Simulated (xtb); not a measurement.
[Ga(H)3(N(CH3)3)] (charge 0, multiplicity 1), GFN2-xTB (xtb 6.7.1). Convergence was not reached.

```
xtb start.xyz --ohess tight --gfn 2 --chrg 0 --uhf 0 --iterations 400

# start.xyz
17

Ga     0.000000     0.000000     0.000000
H     -1.388535    -0.141320    -0.650846
H     -0.016335    -0.657860     1.392319
H      0.351005     1.492759     0.141651
C      2.696583    -1.025398    -0.395231
N      1.386795    -0.912689    -1.162110
C      1.607748    -0.094097    -2.426007
C      0.897575    -2.304027    -1.537866
H      3.432226    -1.519596    -1.036708
H      2.519213    -1.615889     0.508515
H      3.032801    -0.017680    -0.133773
H      0.657554    -0.023572    -2.963645
H      2.358002    -0.600799    -3.040229
H      1.958586     0.901121    -2.137301
H      1.657358    -2.781067    -2.164014
H      0.744356    -2.877357    -0.618783
H     -0.043092    -2.203843    -2.087418
```

The last lines of the output:

```
  Final Singlepoint
```
